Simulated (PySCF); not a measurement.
**Static response to an electric field**

Compound: C7H8FN.
Structure used (GFN2-xTB), in Å, numbered top down from 1:
```xyz
17
C7H8FN angstrom
N     -2.7644    0.3196   -0.0372
C     -1.7567   -0.7133    0.0465
C     -0.3198   -0.2685    0.2312
C      0.0743    1.0611    0.2651
C      1.4054    1.4108    0.4252
C      2.3739    0.4327    0.5566
C      2.0100   -0.9034    0.5312
C      0.6785   -1.2273    0.3704
F      0.3282   -2.5348    0.3458
H     -2.7723    0.8850    0.8046
H     -2.5925    0.9285   -0.8297
H     -2.0247   -1.3755    0.8773
H     -1.8161   -1.3118   -0.8698
H     -0.6664    1.8417    0.1646
H      1.6836    2.4536    0.4457
H      3.4111    0.7036    0.6788
H      2.7410   -1.6898    0.6333
```

Level: CAM-B3LYP/def2-SVPD (PySCF), static field, nuclei fixed, core orbitals frozen in the response. The polarisability tensor in these axes (au):

```
x   109.25   1.60   6.39
y     1.60  95.55  -0.21
z     6.39  -0.21  57.85
```

What are the eigenvalues, a third of the trace, and Δα (Δα² = ½Σ(αi − αj)² over the three pairs)?

Principal values 57.06, 95.39 and 110.20 au; mean 87.55 au = 12.97 Å³ = 14.44 × 10⁻⁴⁰ C²·m²/J; Δα = 47.50 au (54 % of the mean).

What is the dipole moment, and where does it point?

(1.17, 1.97, 0.11) D, 2.29 D in size, pointing from the negative to the positive side. Measured along this direction, the outermost atoms are H12 and H13 at the negative end and H15 at the positive end.

What depolarisation ratio follows for Rayleigh scattering of linearly polarised light, taking the static tensor?

ρ = 3Δα²/(45ᾱ² + 4Δα²) = 6767.7/(344930 + 9023.7) = 0.0191.

Along which axes do the principal values lie, and how far do the nuclei extend along each?

Largest value along (0.99, 0.11, 0.12), where the nuclei span 6.22 Å; middle along (-0.10, 0.99, -0.02), 4.82 Å; least along (-0.12, 0.01, 0.99), 1.80 Å. The response follows the extents in order.

What would n − 1 = 2πNα be for an ideal gas of these molecules at 298.15 K and 1 atm, electronic part alone?

N = p/kT = 2.4615 × 10¹⁹ cm⁻³, so n − 1 = 2π × N × 12.97 × 10⁻²⁴ cm³ = 2007 × 10⁻⁶ at long wavelengths, for an ideal gas.

Find the Langevin capture rate constant for NO+ (29.998 u) meeting this molecule (125.064 u), k = 2.342 × 10⁻⁹ cm³/s × √(α in Å³ / reduced mass in u).

The reduced mass is 24.19 u, so k = 1.71 × 10⁻⁹ cm³/s. The formula leaves out the permanent dipole, which adds to the capture rate.

Isolated species at its GFN2-xTB geometry (one conformer only).
